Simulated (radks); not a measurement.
Spin polarisation of the 2p1 shell in C+. Start: [He] 2s2 2p(up 0.5, down 0.5); electrons of 2p are moved from spin down to spin up, other shells keep equal spins. Method: scalar-relativistic Kohn-Sham, BLYP, spin-polarised, spherical densities, point nucleus; computed with a radial shooting solver on a logarithmic mesh with Libxc functionals.

moment (Bohr magnetons)  E - E(0) (eV)  e(2p up) (eV)  e(2p down) (eV)  2s down minus up (eV)  1s down minus up (eV)
0                                0.000        -16.993          -16.993                 0.000                 0.000
0.25                            -0.027        -17.197          -16.772                  0.446                  0.128
0.5                             -0.106        -17.379          -16.534                  0.887                  0.255
0.75                            -0.238        -17.540          -16.284                  1.319                  0.381
1                               -0.419        -17.677          -16.025                  1.736                  0.504

At moment 1 the spin-polarisation energy is -0.419 eV and the 2p exchange splitting 1.652 eV, that is 1.652 eV per Bohr magneton; E = -I m^2/4 would give I = 1.678 eV.
